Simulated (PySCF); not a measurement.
## Two-component Hartree-Fock for Pt(51+) (platinum, charge +51)

Start: [Ar] 3d9; 3d3/2 filled at m_j = -3/2, -1/2, +1/2, +3/2; 3d5/2 filled at m_j = -3/2, -1/2, +1/2, +3/2, +5/2. Calculated with PySCF 2.14 in an even-tempered Gaussian basis (15 s from 14 bohr⁻², ratio 2.8; 13 p from 18 bohr⁻², ratio 2.8; 8 d from 18 bohr⁻², ratio 2.8; 3 f from 65 bohr⁻², ratio 3): generalised Hartree-Fock with the X2C-1e Hamiltonian and a Gaussian nucleus; one run each with spin-orbit coupling (SO) switched off, then screened by Boettger's factors.

```json
{"spinor shell": "1s1/2", "electrons": "2", "ε, spin-free (eV)": "-81747.9", "ε, screened SO (eV)": "-81719.5", "weight of nominal j (screened SO)": "1.000", "rms radius, screened SO (bohr)": "0.0194"}
{"spinor shell": "2s1/2", "electrons": "2", "ε, spin-free (eV)": "-16842.4", "ε, screened SO (eV)": "-16833.3", "weight of nominal j (screened SO)": "1.000", "rms radius, screened SO (bohr)": "0.0780"}
{"spinor shell": "2p1/2", "electrons": "2", "ε, spin-free (eV)": "-14994.9", "ε, screened SO (eV)": "-16247.8", "weight of nominal j (screened SO)": "1.000", "rms radius, screened SO (bohr)": "0.0661"}
{"spinor shell": "2p3/2", "electrons": "4", "ε, spin-free (eV)": "-14994.9", "ε, screened SO (eV)": "-14499.1", "weight of nominal j (screened SO)": "1.000", "rms radius, screened SO (bohr)": "0.0738"}
{"spinor shell": "3s1/2", "electrons": "2", "ε, spin-free (eV)": "-6006.9", "ε, screened SO (eV)": "-6004.3", "weight of nominal j (screened SO)": "1.000", "rms radius, screened SO (bohr)": "0.195"}
{"spinor shell": "3p1/2", "electrons": "2", "ε, spin-free (eV)": "-5453.7", "ε, screened SO (eV)": "-5752.7", "weight of nominal j (screened SO)": "1.000", "rms radius, screened SO (bohr)": "0.186"}
{"spinor shell": "3p3/2", "electrons": "4", "ε, spin-free (eV)": "-5453.7", "ε, screened SO (eV)": "-5333.1", "weight of nominal j (screened SO)": "1.000", "rms radius, screened SO (bohr)": "0.202"}
{"spinor shell": "3d3/2", "electrons": "4", "ε, spin-free (eV)": "-4888.4", "ε, screened SO (eV)": "-4941.9", "weight of nominal j (screened SO)": "0.998", "rms radius, screened SO (bohr)": "0.174"}
{"spinor shell": "3d5/2", "electrons": "5", "ε, spin-free (eV)": "-4888.4", "ε, screened SO (eV)": "-4850.9", "weight of nominal j (screened SO)": "0.998", "rms radius, screened SO (bohr)": "0.178"}
```

```tsv
quantity	spin-free	screened SO
E (hartree)	-16361.66049	-16388.97573
M_J	5/2	5/2
⟨J²⟩	8.750	8.750
⟨L²⟩	6.000	6.077
⟨S²⟩	0.750	0.827
```

Each row is a mean over spinors that exchange with the open shell spreads, by up to 28.688 eV (3p3/2).

Breit and QED terms are absent; they matter most for the inner s and p1/2 levels.

Densities and radii are taken from the X2C orbitals without a picture-change correction, which distorts them close to the nucleus.

Without spin-orbit coupling the j labels of p, d and f shells carry no meaning; the spin-free column gives the mean over the occupied spinors of each nl shell.
